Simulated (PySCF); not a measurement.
**Energy of As (arsenic, neutral) between two integer charges**

The 4p alpha orbital of [Ar] 3d10 4s2 4p3 is emptied in steps (occupation f), with all orbitals relaxed, ending at [Ar] 3d10 4s2 4p2. Calculation: PySCF 2.14, in aug-cc-pVDZ-PP with ECP10MDF; a scalar-relativistic core potential. The exact energy is a straight line in f; departures are measured from the line between the end points of the same method.

| f | UHF (eV) | LDA (eV) | PBE (eV) | PBE0 (eV) | r2SCAN (eV) | LC-wPBE (eV) | BHandHLYP (eV) | wB97X (eV) | r2SCAN0 (eV) | M06-2X (eV) |
| --- | --- | --- | --- | --- | --- | --- | --- | --- | --- | --- |
| 1 | 0.000 | 0.000 | 0.000 | 0.000 | 0.000 | 0.000 | 0.000 | 0.000 | 0.000 | 0.000 |
| 0.8 | 0.096 | -0.655 | -0.637 | -0.456 | -0.603 | -0.035 | -0.286 | -0.075 | -0.434 | -0.290 |
| 0.6 | 0.141 | -0.989 | -0.959 | -0.685 | -0.900 | -0.050 | -0.430 | -0.115 | -0.645 | -0.420 |
| 0.4 | 0.138 | -0.995 | -0.962 | -0.684 | -0.893 | -0.048 | -0.431 | -0.117 | -0.638 | -0.396 |
| 0.2 | 0.090 | -0.666 | -0.642 | -0.455 | -0.590 | -0.030 | -0.288 | -0.080 | -0.421 | -0.253 |
| 0 | 0.000 | 0.000 | 0.000 | 0.000 | 0.000 | 0.000 | 0.000 | 0.000 | 0.000 | 0.000 |

Question: For LDA, how does the orbital energy at f = 1 compare with the removal energy?

Answer: −ε = 5.931 eV against a total-energy difference of 9.988 eV. By Janak's theorem ε = ∂E/∂f, so the gap between them reflects the curvature. Along the path −ε is 7.508 (f = 0.8), 9.131 (f = 0.6), 10.790 (f = 0.4), 12.473 (f = 0.2) eV.

| method | E(f=0) − E(f=1) (eV) | −ε at f=1 (eV) | −ε at f=0.4 (eV) |
| --- | --- | --- | --- |
| UHF | 9.431 | 10.047 | 9.301 |
| LDA | 9.988 | 5.931 | 10.790 |
| PBE | 9.852 | 5.897 | 10.644 |
| PBE0 | 9.922 | 7.080 | 10.498 |
| r2SCAN | 10.078 | 6.300 | 10.862 |
| LC-wPBE | 9.956 | 9.736 | 10.009 |
| BHandHLYP | 9.719 | 7.942 | 10.074 |
| wB97X | 9.657 | 9.191 | 9.741 |
| r2SCAN0 | 10.084 | 7.361 | 10.654 |
| M06-2X | 9.718 | 7.890 | 10.170 |

Reference removal energy between the ground levels: 9.789 eV (measured; NIST Atomic Spectra Database, ionization energies). The calculation has no spin-orbit coupling. UHF lacks correlation.
